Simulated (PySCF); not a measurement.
## From computed data to an observable: refractive index and permittivity of the vapour

molecular hydrogen (H2), SMILES [H][H].

Geometry: B3LYP-D3(BJ)/def2-TZVPD.

PBE0/def2-TZVPD (PySCF) gives a mean static polarisability of 5.4 bohr³ and a dipole moment of 0.00 D. Take an ideal gas at 298.15 K and 0.01 bar, whether or not the substance is that volatile.

**Question.** Work out n − 1 in the optical limit and the static ε − 1.

**Answer.** 
Polarisability volume α' = 5.4 × 0.148185 = 0.80 Å³. Number density N = p/kT = 2.43e-7 Å⁻³.
Dilute limit of Lorentz–Lorenz: n − 1 = 2π N α' = 1.2e-6.
Orientation term of Debye: μ²/(3kT) = 8.098 Å³ × μ²(D²) = 0.00 Å³.
ε − 1 = 4π N (α' + μ²/3kT) = 2.4e-6. With no permanent dipole, ε equals n² in this model. Vibrational polarisation and dispersion are left out.
